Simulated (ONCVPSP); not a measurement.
## copper (Cu): variants of one ONCV potential

Base potential:

* Element: copper (Cu)
* Generator: ONCVPSP 4.0.1
* Type: optimised norm-conserving Vanderbilt (ONCV)
* Functional: PBE
* Relativity: scalar-relativistic
* Frozen core: [Ne]
* Valence charge: 19
* Reference configuration: 3s2 3p6 3d10 4p1
* Partial waves: 3s: rc 1.10 bohr, ncon 4, nbas 8, qcut 10.4 1/bohr, 2 projectors, debl 1.4 Ha; 3p+4p: rc 1.30 bohr, ncon 4, nbas 9, qcut 8.9 1/bohr, 2 projectors; 3d: rc 1.05 bohr, ncon 4, nbas 9, qcut 17.7 1/bohr, 2 projectors, debl 0.5 Ha
* Local potential: polynomial inside 0.90 bohr (lpopt 5, dvloc0 1 Ha)
* Core correction: none

In the s channel the program set the typed energies aside and used -4.293, 0.250 Ha.

Cutoffs, loose and tight: the cutoffs (Ha) at which the residual kinetic energy of the hardest occupied pseudo-wave falls to 1 and 0.1 mHa per electron. They do not see the model core or the augmentation charge, which bear on the density cutoff. Test errors are all-electron minus pseudo excitation energies from the reference, over the configurations 3s2 3p6 3d10 4s1 4p0; 3s2 3p6 3d10 4p0; 3s2 3p6 3d9 4p0; 3s1 3p6 3d10 4s1 4p0. A dash means not determined; rows that change the core or the reference have their own tests.

| change | outcome | cutoff, loose | cutoff, tight | bound ghosts | GHOST(+) flags above zero | largest test error (meV) |
| --- | --- | --- | --- | --- | --- | --- |
| base | generated, projector energies reset by the program | 105 Ha | 121 Ha | none | p | -34 |
| p: qcut 8.7 | generated, projector energies reset by the program | 105 Ha | 121 Ha | none | p | -37 |
| p: qcut 10.5 | generated, projector energies reset by the program | 105 Ha | 121 Ha | none | none | -41 |
| p: qcut 11.9 | generated, projector energies reset by the program | 105 Ha | 121 Ha | none | none | -40 |
| p: qcut 12.8 | generated, projector energies reset by the program | 105 Ha | 121 Ha | none | none | -41 |

(1) What comes out with this change to the base: p: qcut 6?

(2) What comes out with this change to the base: p: qcut 7.1?

Results:

(1) outcome: generated, projector energies reset by the program; cutoff, loose: 157 Ha; cutoff, tight: 196 Ha; bound ghosts: none; GHOST(+) flags above zero: p; largest test error (meV): -33.

(2) outcome: generated, projector energies reset by the program; cutoff, loose: 105 Ha; cutoff, tight: 163 Ha; bound ghosts: none; GHOST(+) flags above zero: none; largest test error (meV): -37.

Reading the sweep of the qcut of the p channel (base included, trends over the rows without a ghost): The loose cutoff falls from 157 Ha at 6 to 105 Ha at 12.8 1/bohr. The median size of the test errors (rows with all tests solved) falls from 2.2 meV at 6 to 0.9 meV at 12.8 1/bohr.
